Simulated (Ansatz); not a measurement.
An input meant for Ti₂H₃⁺ (charge 1, singlet; scaled by 0.92).

```yaml
crystal:
  periodic: [false, false, false]
  atoms:
    - {symbol: Ti, position_ang: [0.003781, -0.474991, -0.879220]}
    - {symbol: Ti, position_ang: [0.418734, 0.468788, 0.776940]}
    - {symbol: H, position_ang: [-1.149619, 0.016715, 0.278780]}
    - {symbol: H, position_ang: [0.227697, 1.171451, -0.724645]}
    - {symbol: H, position_ang: [0.499406, -1.181954, 0.548154]}
basis:
  gaussian: {orbitals: "6-31G*", final_grid: {core_spheres: 1, valence_spheres: 1, degree: 1}}
total_charge: 1
hamiltonian: {xc: {name: PBE}}
scf: {omitted_lower_state_checks: [starts]}
output: {forces: true}
```

```sh
$ ansatz run in.yaml --threads 4 --pin off --events-out ev --progress --plain --max-ram 3916MiB
```

Output, abridged:

```
Functional definition: PBE
948 factors; their error is unknown
mean field evaluation 1: about -46243.3920 eV, gradient 6.4e1 eV
mean field evaluation 2: about -46185.4851 eV, gradient 1.3e2 eV
mean field evaluation 4: about -46252.8012 eV, gradient 1.4e1 eV
mean field evaluation 8: about -46253.2590 eV, gradient 7.7e-2 eV
mean field evaluation 16: about -46508.2929 eV, gradient 2.0e1 eV
mean field evaluation 32: about -46625.5175 eV, gradient 3.4e1 eV
a density is far from that of the atoms, so the factors are made again for it
928 factors; integrals over basis functions are off by at most 3.7e-4 eV
mean field -46633.97580490 eV, -1713.7670011859 hartree, gradient 2.1e-5 eV, S^2 0.000000; 0 other end points of the search recorded, 0 dependent functions left out
reference -46633.97581490 eV, -1713.7670015536 hartree; 23, 23 occupied and 55, 55 virtual orbitals, 928 factors
Total energy: -46633.97581490 eV, -1713.7670015536 hartree
Atom 0 at     0.003781    -0.474991    -0.879220 Å, force    28.944936    60.420845   105.490540 eV/Å
Atom 1 at     0.418734     0.468788     0.776940 Å, force   -24.197259   -60.477698  -106.651103 eV/Å
Atom 2 at    -1.149619     0.016715     0.278780 Å, force    -1.589650     0.019995     0.379761 eV/Å
Atom 3 at     0.227697     1.171451    -0.724645 Å, force    -1.905364     2.833144    -1.134809 eV/Å
Atom 4 at     0.499406    -1.181954     0.548154 Å, force    -1.252665    -2.796286     1.915611 eV/Å
Dipole moment:     0.000118     0.000127    -0.000137 e Å
Checks for a lower state left out: starts
```

(1) Something in this input is off. What?

## Answers

(1) The integration grid is far too coarse. Self-consistency was reached. The result belongs to that input, not to the species as meant. The restricted singlet is unstable towards broken spin symmetry at other levels; at RKS PBE/6-31G* this wasn't settled.
